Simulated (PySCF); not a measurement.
A small calculation by hand: oscillator strength and radiative lifetime

C4H10Be, SMILES C[CH2][Be][CH2]C.

The structure is a stationary point at B3LYP-D3(BJ)/def2-SVP. The isomer is the one that the SMILES or the coordinates give; other isomers of the formula were not compared. The values are those of a single conformer.

TDDFT-M06-2X/def2-SVPD run with PySCF puts the first singlet state with f over 0.02 at 6.74 eV (vertical), with the transition dipole (0.334, 0.545, 0.000) in atomic units.

Problem. Find the oscillator strength, the wavelength and the radiative lifetime that this transition would have in vacuum if emission retraced absorption.

Solution. 
|μ|² = 0.4086 au, so |μ| = 1.62 D. ΔE = 6.74/27.211 = 0.2477 hartree. f = (2/3) ΔE |μ|² = 0.067 (the program prints 0.067).
λ = 1239.84/6.74 = 184 nm; ν = 54362 cm⁻¹.
Einstein's coefficient A = 0.6670 ν² f s⁻¹ (ν in cm⁻¹) = 1.3e8 s⁻¹, so τ = 1/A = 7.5 ns. This state is S3; the lower singlets have f = 0.000, 0.000. The figure is the radiative limit of this one transition; relaxation, internal conversion, crossing to triplets and a medium change what is measured.
